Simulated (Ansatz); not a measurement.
Sn₃Cl₈⁺. The state is a doublet with charge 1. Geometry r2SCAN-D4/def2-SVP, that of the neutral singlet.

Cartesian coordinates in Å:
```
Sn -0.223 -0.954 2.183
Cl 1.868 -1.935 1.773
Cl -0.190 -0.039 4.337
Cl -1.838 -2.647 2.131
Sn -0.650 0.947 0.135
Cl 0.081 3.050 0.870
Cl -2.952 1.127 -0.281
Sn 0.676 0.293 -2.271
Cl 2.941 0.874 -2.163
Cl -0.248 1.313 -4.164
Cl 0.534 -2.030 -2.550
```

In the def2 sets Sn takes a core potential; there is no spin–orbit coupling. B3LYP takes the VWN-RPA correlation.

**Question.** Estimate the α-spin orbital energies around the gap (eV) in Ansatz with PBE-D4/def2-SVP, B3LYP-D4/def2-SVP, PBE0-D4/def2-SVP.

**Answer.** 
```json
{"orbital": "HOMO−5", "PBE-D4/def2-SVP": "-11.94", "B3LYP-D4/def2-SVP": "-13.05", "PBE0-D4/def2-SVP": "-13.45"}
{"orbital": "HOMO−4", "PBE-D4/def2-SVP": "-11.93", "B3LYP-D4/def2-SVP": "-13.04", "PBE0-D4/def2-SVP": "-13.43"}
{"orbital": "HOMO−3", "PBE-D4/def2-SVP": "-11.91", "B3LYP-D4/def2-SVP": "-13.02", "PBE0-D4/def2-SVP": "-13.42"}
{"orbital": "HOMO−2", "PBE-D4/def2-SVP": "-11.75", "B3LYP-D4/def2-SVP": "-12.88", "PBE0-D4/def2-SVP": "-13.28"}
{"orbital": "HOMO−1", "PBE-D4/def2-SVP": "-11.73", "B3LYP-D4/def2-SVP": "-12.86", "PBE0-D4/def2-SVP": "-13.26"}
{"orbital": "HOMO", "PBE-D4/def2-SVP": "-11.46", "B3LYP-D4/def2-SVP": "-12.39", "PBE0-D4/def2-SVP": "-12.77"}
{"orbital": "LUMO", "PBE-D4/def2-SVP": "-8.94", "B3LYP-D4/def2-SVP": "-8.55", "PBE0-D4/def2-SVP": "-8.43"}
{"orbital": "LUMO+1", "PBE-D4/def2-SVP": "-7.35", "B3LYP-D4/def2-SVP": "-6.81", "PBE0-D4/def2-SVP": "-6.72"}
{"orbital": "LUMO+2", "PBE-D4/def2-SVP": "-7.19", "B3LYP-D4/def2-SVP": "-6.70", "PBE0-D4/def2-SVP": "-6.68"}
{"orbital": "LUMO+3", "PBE-D4/def2-SVP": "-7.18", "B3LYP-D4/def2-SVP": "-6.68", "PBE0-D4/def2-SVP": "-6.67"}
{"orbital": "LUMO+4", "PBE-D4/def2-SVP": "-5.58", "B3LYP-D4/def2-SVP": "-4.99", "PBE0-D4/def2-SVP": "-4.96"}
{"orbital": "LUMO+5", "PBE-D4/def2-SVP": "-5.52", "B3LYP-D4/def2-SVP": "-4.87", "PBE0-D4/def2-SVP": "-4.77"}
{"orbital": "β HOMO", "PBE-D4/def2-SVP": "-11.69", "B3LYP-D4/def2-SVP": "-12.81", "PBE0-D4/def2-SVP": "-13.17"}
{"orbital": "β LUMO", "PBE-D4/def2-SVP": "-11.23", "B3LYP-D4/def2-SVP": "-11.22", "PBE0-D4/def2-SVP": "-11.30"}
```
